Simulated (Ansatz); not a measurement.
Start from `O[SiH]([SiH3])[O][AlH2]` and change one atom or group to get `O[SiH2][SiH](O)[SiH3]`.

Ansatz, PBE0-D4/def2-TZVP geometries, multiplicity 1. Each molecule was computed in one conformer, which needn't be the lowest.

```csv
property,`O[SiH]([SiH3])[O][AlH2]`
HOMO energy (B3LYP/def2-TZVPP) / eV,-7.50
HOMO energy (PBE0/def2-TZVPP) / eV,-7.68
size of the dipole moment (ωB97M-V/def2-TZVPP) / D,1.58
size of the dipole moment (B3LYP/def2-TZVPP) / D,1.56
LUMO energy (PBE0/def2-TZVPP) / eV,-1.21
LUMO energy (B3LYP/def2-TZVPP) / eV,-1.44
```

Give the same properties after the change, and the shifts. (Best estimate.)

Ansatz gave: 
```csv
property,`O[SiH2][SiH](O)[SiH3]`,shift
HOMO energy (B3LYP/def2-TZVPP) / eV,-7.44,0.06
HOMO energy (PBE0/def2-TZVPP) / eV,-7.63,0.05
size of the dipole moment (ωB97M-V/def2-TZVPP) / D,2.44,0.86
size of the dipole moment (B3LYP/def2-TZVPP) / D,2.43,0.87
LUMO energy (PBE0/def2-TZVPP) / eV,-1.04,0.17
LUMO energy (B3LYP/def2-TZVPP) / eV,-1.22,0.22
```

With PBE0 the HOMO rises by 0.05 eV and the LUMO rises by 0.17 eV, so the gap widens by about 0.12 eV. PBE moves the HOMO by -0.03 eV and ωB97M-V by 0.15 eV. Dipoles are sizes alone; their direction can turn.

B3LYP here is the variant with VWN-RPA as its local correlation; programs differ in this.
